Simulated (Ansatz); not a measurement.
A nudged elastic band was laid between two geometries of BrCl$_{2}$H$_{2}$InO (7 atoms, charge 0, multiplicity 1).

Method: Ansatz, RKS PBE/def2-SVP.

```
movable images  : 5
climbing image  : yes
spring          : 5.0 eV/Å²
optimiser       : quadratic models (default)
start path      : through a guess of the saddle point
force threshold : 0.03 eV/Å
iteration limit : 60
end points      : relaxed
```

Initial state:

```xyz
7
Properties=species:S:1:pos:R:3
In 0.074 -0.172 -0.012
Cl -0.082 0.241 2.376
Cl 2.100 0.402 -1.050
O -1.623 -0.338 -1.078
H -2.378 -0.400 -0.458
Br 0.614 -2.909 1.081
H 0.409 -1.888 2.135
```

Final state:

```xyz
7
Properties=species:S:1:pos:R:3
In 0.145 -0.611 -0.239
Cl 0.133 0.040 2.549
Cl 2.075 0.503 -0.978
O -1.671 -0.036 -0.883
H -2.319 -0.730 -0.645
Br 0.436 -2.953 0.750
H 0.316 -1.276 2.441
```

(1) Which bonds break or form, and what moves?

(2) What energy profile does the band end with?

(3) What is the geometry of the highest image?

(4) What are the harmonic wavenumbers there?

The band took 10 iterations and of the order of 5 core-minutes.

Results:

(1) Bonds broken: Br6–H7. Bonds formed: Cl2–H7.

(2) The forces met the threshold. The highest image is number 2 of 0 to 6, 0.4 kcal/mol above the first end and 4.0 kcal/mol above the last; the last end lies 3.6 kcal/mol below the first. A vibrational analysis at the climbing image gives one clearly imaginary mode, 136i cm⁻¹: a first-order saddle point. The orbitals stay closed-shell, which can raise the energy where a bond breaks towards radicals; this wasn't checked here.

```json
{"image": "0", "path coordinate (Å)": "0.00", "energy (kcal/mol)": "0.0", "Br6–H7 (Å)": "1.48", "Cl2–H7 (Å)": "2.20"}
{"image": "1", "path coordinate (Å)": "0.22", "energy (kcal/mol)": "0.1", "Br6–H7 (Å)": "1.52", "Cl2–H7 (Å)": "1.98"}
{"image": "2", "path coordinate (Å)": "0.43", "energy (kcal/mol)": "0.4", "Br6–H7 (Å)": "1.62", "Cl2–H7 (Å)": "1.74"}
{"image": "3", "path coordinate (Å)": "0.68", "energy (kcal/mol)": "-0.7", "Br6–H7 (Å)": "1.83", "Cl2–H7 (Å)": "1.51"}
{"image": "4", "path coordinate (Å)": "0.93", "energy (kcal/mol)": "-2.6", "Br6–H7 (Å)": "2.08", "Cl2–H7 (Å)": "1.38"}
{"image": "5", "path coordinate (Å)": "1.18", "energy (kcal/mol)": "-3.4", "Br6–H7 (Å)": "2.29", "Cl2–H7 (Å)": "1.34"}
{"image": "6", "path coordinate (Å)": "1.43", "energy (kcal/mol)": "-3.6", "Br6–H7 (Å)": "2.38", "Cl2–H7 (Å)": "1.33"}
```

(3) 
```xyz
7
Properties=species:S:1:pos:R:3
In 0.123 -0.330 -0.086
Cl -0.029 0.054 2.407
Cl 2.133 0.434 -1.016
O -1.639 -0.260 -1.047
H -2.351 -0.491 -0.417
Br 0.564 -2.846 1.061
H 0.315 -1.624 2.094
```

(4) 136i, 54, 79, 103, 110, 159, 181, 295, 363, 583, 603, 706, 849, 1202, 3694 cm⁻¹.

Time of the run: 77 s on 4 threads of Arm Neoverse V1 (shared host), peak memory 0.19 GiB.
